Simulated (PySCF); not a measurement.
C2H7In, singlet, geometry from GFN2-xTB (such geometries of metal compounds can be far from the true shape) (all electrons, no relativity), with bond 2-1 at 1.8 times its length; PySCF with CASSCF(2,2)/STO-3G.

Here is a job for PySCF.
```python
from pyscf import gto, scf, mcscf
import numpy

mol = gto.M(
    atom='''
In   -0.35304237    0.45662731    0.28367098
H    -1.30153541    1.57482741    3.08381538
H    -1.06660740    1.32305803   -1.05595555
C     1.06429526   -1.24915616   -0.06253284
C     1.11714607   -1.55235229   -1.55405217
H     0.72116340   -2.11633282    0.50712820
H     2.05141268   -0.97192864    0.31608848
H     1.41637789   -0.66483523   -2.11712307
H     0.13652231   -1.86499381   -1.91957210
H     1.83154202   -2.34850491   -1.77024097
''',
    basis='sto-3g',
    verbose=4,
)

mf = scf.RHF(mol)
mf.kernel()
mc = mcscf.CASSCF(mf, 2, 2)
mc.fix_spin_(ss=0.0)
mc.conv_tol = 1e-5
mc.kernel()
occ = numpy.linalg.eigvalsh(mc.fcisolver.make_rdm1(mc.ci, mc.ncas, mc.nelecas))[::-1]
ss = mc.fcisolver.spin_square(mc.ci, mc.ncas, mc.nelecas)[0]
print('natural occupations', occ.round(4), ' <S^2>', round(ss, 4))
```

Output, abridged:

```
PySCF version 2.14.0

[INPUT] verbose = 4
[INPUT] num. atoms = 10
[INPUT] num. electrons = 68
[INPUT] charge = 0
[INPUT] spin (= nelec alpha-beta = 2S) = 0
[INPUT] symmetry False subgroup None
[INPUT] Mole.unit = angstrom
[INPUT] Symbol           X                Y                Z      unit          X                Y                Z       unit  Magmom
[...]
nuclear repulsion = 224.591502802281
number of shells = 24
number of NR pGTOs = 132
number of NR cGTOs = 44
basis = sto-3g
ecp = {}

******** <class 'pyscf.scf.hf.RHF'> ********
method = RHF
initial guess = minao
damping factor = 0
level_shift factor = 0
DIIS = <class 'pyscf.scf.diis.CDIIS'>
diis_start_cycle = 1
diis_space = 8
diis_damp = 0
SCF conv_tol = 1e-09
SCF conv_tol_grad = None
SCF max_cycles = 50
direct_scf = True
direct_scf_tol = 1e-13
Set gradient conv threshold to 3.16228e-05
Initial guess from minao.
init E= -5745.98940687262
[...]
cycle= 1 E= -5761.31917508073  delta_E= -15.3  |g|= 0.485  |ddm|= 3.53
[...]
cycle= 2 E= -5761.4695464899  delta_E= -0.15  |g|= 0.167  |ddm|= 1.92
[...]
cycle= 3 E= -5761.50483251212  delta_E= -0.0353  |g|= 0.0452  |ddm|= 0.728
[...]
cycle= 4 E= -5761.50620903804  delta_E= -0.00138  |g|= 0.00863  |ddm|= 0.113
[...]
cycle= 5 E= -5761.50628217016  delta_E= -7.31e-05  |g|= 0.00293  |ddm|= 0.0296
[...]
cycle= 6 E= -5761.50628802759  delta_E= -5.86e-06  |g|= 0.000556  |ddm|= 0.00739
[...]
cycle= 7 E= -5761.50628836141  delta_E= -3.34e-07  |g|= 0.000126  |ddm|= 0.00225
[...]
cycle= 8 E= -5761.50628837483  delta_E= -1.34e-08  |g|= 2.56e-05  |ddm|= 0.000344
[...]
cycle= 9 E= -5761.50628837546  delta_E= -6.26e-10  |g|= 6.11e-06  |ddm|= 8.9e-05
[...]
Extra cycle  E= -5761.50628837549  delta_E= -3.82e-11  |g|= 2.85e-06  |ddm|= 2.24e-05
converged SCF energy = -5761.50628837549

******** <class 'pyscf.mcscf.mc1step.CASSCF'> ********
CAS (1e+1e, 2o), ncore = 33, nvir = 9
max_cycle_macro = 50
max_cycle_micro = 4
conv_tol = 1e-05
conv_tol_grad = None
orbital rotation max_stepsize = 0.02
orbital rotation threshold for CI restart = 0.01
augmented hessian ah_max_cycle = 30
augmented hessian ah_conv_tol = 1e-12
augmented hessian ah_linear dependence = 1e-14
augmented hessian ah_level shift = 1e-08
augmented hessian ah_start_tol = 2.5
augmented hessian ah_start_cycle = 3
augmented hessian ah_grad_trust_region = 3
kf_trust_region = 3
kf_interval = 4
ci_response_space = 4
ci_grad_trust_region = 3
with_dep4 0
natorb = False
canonicalization = True
sorting_mo_energy = False
ao2mo_level = 2
internal_rotation = False
******** <class 'pyscf.fci.addons.SpinPenaltyFCISolver'> ********
max. cycles = 50
conv_tol = 1e-08
davidson only = True
linear dependence = 1e-12
level shift = 0.001
max iter space = 12
nroots = 1
pspace_size = 400
spin = None
CASCI E = -5761.60140451491  S^2 = 0.0000000
Set conv_tol_grad to 0.00316228
macro iter   1 ( 12 JK    4 micro), CASSCF E = -5761.60811584582  dE = -6.71133091e-03  S^2 = 0.0000000
               |grad[o]|=0.0527  |grad[c]|=0.00759  |ddm|=0.00952  |maxRot[o]|=0.097
macro iter   2 (  3 JK    1 micro), CASSCF E = -5761.60812515031  dE = -9.30449005e-06  S^2 = 0.0000000
               |grad[o]|=0.00156  |grad[c]|=6.49e-05  |ddm|=0.000371  |maxRot[o]|=0.00458
1-step CASSCF converged in   2 macro ( 15 JK   5 micro) steps
CASSCF canonicalization
Density matrix diagonal elements [1.4781208 0.5218792]
CASSCF energy = -5761.60812515031
CASCI E = -5761.60812515031  E(CI) = -0.865657025694418  S^2 = 0.0000000
natural occupations [1.4859 0.5141]  <S^2> 0.0
```
